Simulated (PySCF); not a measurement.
Basis-set dependence of population analyses: `C#C[SiH2]C[SiH2]F`

Compound: C3H7FSi2.
Structure used (PBE0-D3(BJ)/def2-SVP), in Å, numbered top down from 1:
```
atom  x, y, z in Å
C1     2.868    0.420    0.466
C2     1.944   -0.073   -0.154
Si3    0.521   -0.793   -1.067
C4    -1.018    0.222   -0.696
Si5   -1.503    0.352    1.099
F6    -1.670   -1.156    1.695
H7     3.687    0.853    1.014
H8     0.826   -0.758   -2.528
H9     0.342   -2.211   -0.642
H10   -1.862   -0.204   -1.265
H11   -0.852    1.245   -1.081
H12   -0.459    1.050    1.898
H13   -2.820    1.036    1.248
```

PBE0 throughout (PySCF), one geometry, spherical d and f functions. The structure is a single PBE0-D3(BJ)/def2-SVP conformer in the gas phase; no vibrational or solvent corrections. The first 7 of 10 kinds of atom are listed.

Mulliken charges (e):

```json
{"basis": "STO-3G", "functions": "45", "C1": "-0.147", "C2": "-0.244", "Si3": "+0.643", "C4": "-0.477", "Si5": "+0.698", "F6": "-0.254", "H7": "+0.112"}
{"basis": "6-31G", "functions": "76", "C1": "-0.340", "C2": "-0.246", "Si3": "+0.766", "C4": "-1.010", "Si5": "+1.014", "F6": "-0.476", "H7": "+0.265"}
{"basis": "pcSseg-0", "functions": "76", "C1": "-0.371", "C2": "-0.429", "Si3": "+0.992", "C4": "-1.514", "Si5": "+1.148", "F6": "-0.507", "H7": "+0.286"}
{"basis": "6-31G*", "functions": "106", "C1": "-0.199", "C2": "-0.172", "Si3": "+0.440", "C4": "-0.830", "Si5": "+0.800", "F6": "-0.418", "H7": "+0.238"}
{"basis": "cc-pVDZ", "functions": "127", "C1": "-0.148", "C2": "-0.022", "Si3": "+0.315", "C4": "-0.371", "Si5": "+0.576", "F6": "-0.334", "H7": "+0.024"}
{"basis": "def2-SVP", "functions": "127", "C1": "-0.228", "C2": "-0.041", "Si3": "+0.473", "C4": "-0.565", "Si5": "+0.719", "F6": "-0.361", "H7": "+0.052"}
{"basis": "aug-cc-pVDZ", "functions": "209", "C1": "+1.149", "C2": "-0.652", "Si3": "-0.351", "C4": "+0.215", "Si5": "+0.320", "F6": "-0.657", "H7": "-0.470"}
{"basis": "6-311+G(2d,p)", "functions": "220", "C1": "-0.346", "C2": "-0.023", "Si3": "+0.521", "C4": "-0.808", "Si5": "+0.800", "F6": "-0.460", "H7": "+0.165"}
{"basis": "def2-TZVP", "functions": "240", "C1": "-0.182", "C2": "-0.165", "Si3": "+0.257", "C4": "-0.459", "Si5": "+0.483", "F6": "-0.334", "H7": "+0.183"}
{"basis": "cc-pVTZ", "functions": "286", "C1": "-0.082", "C2": "-0.237", "Si3": "+0.277", "C4": "-0.363", "Si5": "+0.476", "F6": "-0.304", "H7": "+0.159"}
{"basis": "IGLO-III", "functions": "298", "C1": "-0.231", "C2": "-0.203", "Si3": "+0.770", "C4": "-0.789", "Si5": "+1.069", "F6": "-0.506", "H7": "+0.161"}
{"basis": "pcSseg-2", "functions": "328", "C1": "-0.020", "C2": "-0.228", "Si3": "+0.597", "C4": "-0.519", "Si5": "+0.890", "F6": "-0.427", "H7": "+0.056"}
```

IAO charges (e):

| basis | functions | C1 | C2 | Si3 | C4 | Si5 | F6 | H7 |
| --- | --- | --- | --- | --- | --- | --- | --- | --- |
| STO-3G | 45 | -0.156 | -0.312 | +0.758 | -0.765 | +0.894 | -0.372 | +0.155 |
| 6-31G | 76 | -0.179 | -0.302 | +0.648 | -0.822 | +0.943 | -0.510 | +0.204 |
| pcSseg-0 | 76 | -0.164 | -0.311 | +0.661 | -0.850 | +0.954 | -0.495 | +0.195 |
| 6-31G* | 106 | -0.168 | -0.335 | +0.768 | -0.858 | +1.074 | -0.528 | +0.200 |
| cc-pVDZ | 127 | -0.179 | -0.330 | +0.762 | -0.851 | +1.061 | -0.527 | +0.203 |
| def2-SVP | 127 | -0.170 | -0.330 | +0.775 | -0.854 | +1.077 | -0.527 | +0.197 |
| aug-cc-pVDZ | 209 | -0.189 | -0.329 | +0.765 | -0.857 | +1.067 | -0.541 | +0.207 |
| 6-311+G(2d,p) | 220 | -0.186 | -0.338 | +0.796 | -0.877 | +1.097 | -0.545 | +0.208 |
| def2-TZVP | 240 | -0.185 | -0.341 | +0.806 | -0.884 | +1.111 | -0.547 | +0.208 |
| cc-pVTZ | 286 | -0.185 | -0.338 | +0.792 | -0.878 | +1.097 | -0.543 | +0.208 |
| IGLO-III | 298 | -0.187 | -0.340 | +0.805 | -0.883 | +1.106 | -0.547 | +0.209 |
| pcSseg-2 | 328 | -0.185 | -0.340 | +0.804 | -0.883 | +1.109 | -0.547 | +0.208 |

Hirshfeld charges (e):

```
        basis  functions      C1      C2     Si3      C4     Si5      F6      H7
       STO-3G         45  -0.104  -0.168  +0.416  -0.177  +0.446  -0.174  +0.073
        6-31G         76  -0.082  -0.162  +0.345  -0.235  +0.425  -0.241  +0.105
     pcSseg-0         76  -0.082  -0.164  +0.365  -0.232  +0.450  -0.235  +0.101
       6-31G*        106  -0.078  -0.156  +0.335  -0.233  +0.401  -0.206  +0.107
      cc-pVDZ        127  -0.082  -0.154  +0.354  -0.240  +0.410  -0.199  +0.102
     def2-SVP        127  -0.080  -0.154  +0.358  -0.242  +0.419  -0.203  +0.101
  aug-cc-pVDZ        209  -0.082  -0.159  +0.360  -0.259  +0.426  -0.215  +0.101
6-311+G(2d,p)        220  -0.081  -0.161  +0.358  -0.252  +0.427  -0.216  +0.103
    def2-TZVP        240  -0.080  -0.156  +0.353  -0.252  +0.417  -0.206  +0.102
      cc-pVTZ        286  -0.081  -0.154  +0.352  -0.251  +0.414  -0.203  +0.101
     IGLO-III        298  -0.085  -0.157  +0.353  -0.251  +0.415  -0.207  +0.101
     pcSseg-2        328  -0.079  -0.157  +0.357  -0.259  +0.425  -0.211  +0.102
```

ESP-fitted charges (e):

```csv
basis,functions,C1,C2,Si3,C4,Si5,F6,H7
STO-3G,45,-0.254,-0.151,+0.494,-0.410,+0.602,-0.215,+0.193
6-31G,76,-0.268,-0.239,+0.623,-0.636,+0.858,-0.409,+0.274
pcSseg-0,76,-0.232,-0.321,+0.753,-0.815,+1.001,-0.407,+0.274
6-31G*,106,-0.292,-0.189,+0.483,-0.474,+0.610,-0.281,+0.285
cc-pVDZ,127,-0.297,-0.178,+0.446,-0.442,+0.588,-0.284,+0.282
def2-SVP,127,-0.283,-0.195,+0.498,-0.499,+0.655,-0.296,+0.278
aug-cc-pVDZ,209,-0.348,-0.140,+0.475,-0.498,+0.607,-0.290,+0.300
"6-311+G(2d,p)",220,-0.348,-0.152,+0.486,-0.520,+0.625,-0.299,+0.307
def2-TZVP,240,-0.344,-0.144,+0.471,-0.489,+0.612,-0.285,+0.302
cc-pVTZ,286,-0.336,-0.152,+0.475,-0.493,+0.606,-0.279,+0.299
IGLO-III,298,-0.338,-0.147,+0.468,-0.488,+0.590,-0.281,+0.298
pcSseg-2,328,-0.331,-0.168,+0.513,-0.516,+0.664,-0.308,+0.299
```

**Question.** Which scheme is steadiest as the basis changes?

**Answer.** Largest range over the bases for any column: Hirshfeld 0.08 e, IAO 0.22 e, ESP-fitted 0.41 e, Mulliken 1.73 e. Hirshfeld charges move least and Mulliken charges most, counted in e. Without the minimal STO-3G basis the ranges are Hirshfeld 0.05, IAO 0.17, ESP-fitted 0.41, Mulliken 1.73 e.

**Question.** How much do the charges still move between the two largest bases, IGLO-III and pcSseg-2?

**Answer.** At most, over all atoms: Mulliken 0.270 e, IAO 0.002 e, Hirshfeld 0.010 e, ESP-fitted 0.075 e.

**Question.** What do the same runs give for the total energy, the frontier levels and the dipole moment?

**Answer.** 
| basis | energy (Eh) | HOMO (eV) | LUMO (eV) | μ (D) |
| --- | --- | --- | --- | --- |
| STO-3G | -787.2950 | -5.02 | 4.90 | 1.09 |
| 6-31G | -796.7044 | -8.03 | 0.29 | 2.52 |
| pcSseg-0 | -795.6918 | -8.34 | 0.04 | 2.15 |
| 6-31G* | -796.8275 | -7.95 | 0.18 | 1.94 |
| cc-pVDZ | -796.8689 | -8.09 | 0.05 | 1.96 |
| def2-SVP | -796.5247 | -8.18 | -0.04 | 1.92 |
| aug-cc-pVDZ | -796.8901 | -8.22 | -0.43 | 1.95 |
| 6-311+G(2d,p) | -796.9622 | -8.25 | -0.46 | 2.00 |
| def2-TZVP | -796.9880 | -8.24 | -0.29 | 1.92 |
| cc-pVTZ | -796.9799 | -8.21 | -0.20 | 1.87 |
| IGLO-III | -796.9921 | -8.25 | -0.35 | 1.91 |
| pcSseg-2 | -797.0003 | -8.26 | -0.37 | 1.99 |

The dipole is fixed by the density alone, so its range of 1.43 D shows that the density itself changes with the basis, not only its division among atoms.
